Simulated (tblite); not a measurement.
Isomers of C7H8N2O. Calculated harmonic vibrations of the isolated species, GFN2-xTB (tblite), most abundant isotopes, no scaling. Against measured fundamentals such values can be off by several per cent, at times by over 20. One conformer each.

Electronic energies: GFN2-xTB at the same geometries; isomer energies are rough at this level and their order can be wrong.

```
           SMILES  electronic energy, lowest = 0 (kJ/mol)
  CC(=O)c1ccnnc1C                                    72.8
  O=Cc1ccnn1C1CC1                                    66.3
C=Cc1nnc(C2CC2)o1                                    85.7
CC(=O)c1ncc(C)cn1                                     0.0
```

Problem. How do GFN2-xTB zero-point energies change the relative energies?

Solution. 
```
           SMILES  ZPE (kJ/mol)  of it from modes above 1550 cm⁻¹  electronic (kJ/mol)  with ZPE, lowest = 0 (kJ/mol)  lowest mode (cm⁻¹)  rings
CC(=O)c1ncc(C)cn1         359.3                             165.2                  0.0                            0.0                  8i      1
  O=Cc1ccnn1C1CC1         365.6                             157.9                 66.3                           72.6                  44      2
  CC(=O)c1ccnnc1C         359.2                             156.3                 72.8                           72.7                  24      1
C=Cc1nnc(C2CC2)o1         363.9                             167.9                 85.7                           90.3                  45      2
```

The zero-point energies span 6.4 kJ/mol, from `CC(=O)c1ccnnc1C` to `O=Cc1ccnn1C1CC1`. Slightly imaginary modes are left out of the zero-point energy: `CC(=O)c1ncc(C)cn1` 8.0i cm⁻¹. The order is unchanged.
